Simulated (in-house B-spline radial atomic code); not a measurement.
Configurations of Sr V (Sr4+), with energies counted from [Ar] 3d10 4s2 4p4. Method: scalar-relativistic (X2C) OLYP, spin-polarised, spherical fractional occupations, Fermi nucleus of rms radius 4.224 fm. Calculated with a B-spline radial code for spherical atoms. Shells without spins written out take the highest spin.

Occupations are held fixed; configurations that lie above the ionisation limit could autoionise.

```csv
configuration,E - E(ref) (eV),highest orbital,its <r> (bohr)
"[Ar] 3d10 4s2 4p(2 up, 2 down)",1.4476,4p up,1.441
[Ar] 3d10 4s2 4p3 4f1,45.708,4f up,2.86
[Ar] 3d10 4s1 4p4 5s1,51.954,5s up,2.777
[Ar] 3d10 4s1 4p4 5d1,66.157,5d up,3.897
[Ar] 3d9 4s2 4p4 5p1,160.75,5p up,3.074
[Ne] 3s2 3p5 3d10 4s2 4p4 4f1,296.7,4f up,2.79
"[Ne] 3s2 3p(2 up, 3 down) 3d10 4s2 4p(1 up, 3 down) 4f(1 up, 0 down)",297.46,4f up,2.959
```

Q: Order these further configurations by energy, lowest first.
A. [Ar] 3d10 4s2 4p(2 up, 1 down) 5f(0 up, 1 down)
B. [Ar] 3d9 4s2 4p5
C. [Ar] 3d9 4s2 4p4 4f1
D. [Ne] 3s2 3p(2 up, 3 down) 3d10 4s2 4p(3 up, 1 down) 4d(0 up, 1 down)
E. [Ne] 3s2 3p5 3d10 4s2 4p4 5p1

A: A (57.672 eV), B (118.99 eV), C (168.86 eV), D (275.97 eV), E (288.59 eV).

Q: How far above the reference does [Ar] 3d(5 up, 4 down) 4s2 4p(1 up, 3 down) 4d(1 up, 0 down) lie?

A: 148.15 eV; its least bound orbital is 4d up with <r> = 1.786 bohr.

Q: How far above the reference does [Ar] 3d10 4s1 4p4 4d1 lie?

A: 43.584 eV; its least bound orbital is 4d up with <r> = 1.795 bohr.

Q: How far above the reference does [Ar] 3d9 4s2 4p4 5d1 lie?

A: 169.22 eV; its least bound orbital is 5d up with <r> = 3.823 bohr.
